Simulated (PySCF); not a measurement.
Nuclear quadrupole coupling in `CS(=O)(=O)OCF`

C2H5FO3S.
Structure used (GFN2-xTB), in Å, numbered top down from 1:
```
atom  x, y, z in Å
C1    -1.5045    0.6424    0.2861
S2    -0.5984   -0.8840    0.0234
O3    -1.3008   -1.7049   -0.8982
O4    -0.1694   -1.4347    1.2690
O5     0.7436   -0.3543   -0.7709
C6     1.7732    0.0736    0.0205
F7     1.5021    1.3312    0.5010
H8    -2.4502    0.3791    0.7406
H9    -0.9251    1.2809    0.9386
H10   -1.6545    1.0940   -0.6844
H11    2.6830    0.1505   -0.5850
H12    1.9022   -0.5745    0.8979
```

Field gradients from the PBE0/pcSseg-1 density (PySCF, non-relativistic), principal values in atomic units, ordered |Vxx| ≤ |Vyy| ≤ |Vzz|:

```tsv
atom	Vxx	Vyy	Vzz
S2	-0.3939	-0.6046	0.9984
O3	-0.4870	-0.7953	1.2823
O4	-0.4838	-0.7776	1.2613
O5	-0.2086	-1.5526	1.7612
```

Find the asymmetry η = (Vxx − Vyy)/Vzz and the couplings χ = eQV/h (234.96 MHz × Q in barn × V in au), with Q(33S) = −0.0678 b, Q(17O) = −0.0256 b.

| atom | environment | nucleus | η | χzz (MHz) | χxx (MHz) | χyy (MHz) |
| --- | --- | --- | --- | --- | --- | --- |
| S2 | sulfonyl sulfur | 33S | 0.21 | -15.91 | 6.27 | 9.63 |
| O3 | sulfonyl oxygen | 17O | 0.24 | -7.71 | 2.93 | 4.78 |
| O4 | sulfonyl oxygen | 17O | 0.23 | -7.59 | 2.91 | 4.68 |
| O5 | oxygen bonded to C and S | 17O | 0.76 | -10.59 | 1.25 | 9.34 |

What is Vzz at O4 in SI units (1 au = 9.71736 × 10²¹ V/m²)?

1.2613 au = 12.257 × 10²¹ V/m².

Were the hydrogens deuterons (Q(2H) = 0.00286 b), χzz would run from 177 kHz (H12) to 214 kHz (H8 and H10).

Geometry: GFN2-xTB, one conformer, isolated molecule. GFN2-xTB bond lengths can be off by several hundredths of an ångström, more for odd bonds, and the gradients follow them. The small basis limits the accuracy of the gradients.
